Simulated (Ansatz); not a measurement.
`FC#[C][AlH2]` + `[OH][GaH2]` → `[AlH2][O][GaH2]` + `C#CF`  (ligand exchange at the Al–C bond)

Isolated molecules relaxed with PBE0-D4/def2-TZVP in Ansatz; ΔE leaves out vibrations. CCSD(T)/CBS adds triple-zeta CCSD(T) − MP2 to the extrapolated MP2 energy (def2 sets, frozen cores). This one scheme is used for every species. DFT in def2-TZVPP. B3LYP here is the variant with VWN-RPA as its local correlation; programs differ in this. For Ga outer-core shells are correlated without core-valence functions, which leaves a few kJ/mol of doubt a bond. Scalar relativity is left out up to krypton.

(1) Is it downhill or uphill in electronic energy at CCSD(T)/CBS, and by how much? (Best estimate.)

(2) What do these levels give: CAM-B3LYP-D4, B2PLYP, r2SCAN, B3LYP, MP2/def2-QZVPP, SCS-MP2/def2-QZVPP? (Estimate.)

Largest T1 diagnostic among the species: 0.015.

## Answers

(1) Ansatz gave: Downhill: ΔE = -18.7 kcal/mol.

(2) The calculation gave: CAM-B3LYP-D4 -20.8, B2PLYP -19.5, r2SCAN -17.6, B3LYP -19.1, MP2/def2-QZVPP -19.1, SCS-MP2/def2-QZVPP -19.6 kcal/mol.

From BLYP to BHLYP (50 % exact exchange), in def2-TZVPP and without D4, ΔE moves by −2.3 kcal/mol. Leaving LDA and LC-ωPBE aside and taking each functional with its dispersion term where it has one, the values, not all of them listed here, spread over 5.4 kcal/mol, from BHLYP-D4 to revPBE-D4. LDA lies −1.8 kcal/mol from PBE without D4.
